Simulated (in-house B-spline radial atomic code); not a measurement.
Radial electron density of the silicon ion Si⁸⁺, [He] 2s2 2p2. Level of theory: non-relativistic M06-L, spin-polarised, spherical fractional occupations, point nucleus; calculated with a radial B-spline atomic code at the basis-set limit.

Columns: r (bohr), 4πr²n(r) (electrons per bohr), bar.

```
 0.00413   0.3419 #
 0.00481   0.4551 #
  0.0056   0.6036 ##
 0.00651   0.7954 ##
 0.00758    1.047 ###
 0.00882     1.37 ####
  0.0103    1.793 #####
  0.0119    2.289 ######
  0.0139    2.956 ########
  0.0162    3.767 ###########
  0.0188    4.721 #############
  0.0219    5.879 ################
  0.0255    7.211 ####################
  0.0297    8.701 ########################
  0.0346     10.3 #############################
  0.0402    11.88 #################################
  0.0468    13.39 #####################################
  0.0545    14.65 #########################################
  0.0634     15.5 ###########################################
  0.0738    15.77 ############################################
  0.0859    15.35 ###########################################
  0.0999    14.21 ########################################
   0.116    12.52 ###################################
   0.135    10.51 #############################
   0.158    8.522 ########################
   0.183    7.142 ####################
   0.213    6.483 ##################
   0.248    6.647 ###################
   0.289      7.4 #####################
   0.336    8.226 #######################
   0.391    8.589 ########################
   0.456    8.107 #######################
    0.53    6.768 ###################
   0.617    4.897 ##############
   0.718    3.045 ########
   0.836    1.565 ####
   0.973   0.6361 ##
    1.13   0.2073 #
    1.32  0.05132 
    1.53  0.01034 
    1.78 0.001359
```

On this grid the curve has 2 maxima, near 0.0738, 0.391 bohr.

The 2s down radial function P(r) = rR(r), positive near the nucleus:

```csv
r (bohr),P
0.00143,0.04185
0.00193,0.05609
0.00262,0.07541
0.00355,0.1009
0.00481,0.1343
0.00651,0.1774
0.00882,0.2326
0.0119,0.3004
0.0162,0.3843
0.0219,0.4777
0.0297,0.5756
0.0402,0.6596
0.0545,0.7028
0.0738,0.6654
0.0999,0.4981
0.135,0.1655
0.183,-0.3306
0.248,-0.8942
0.336,-1.346
0.456,-1.471
0.617,-1.194
0.836,-0.6907
1.13,-0.254
1.53,-0.05572
```
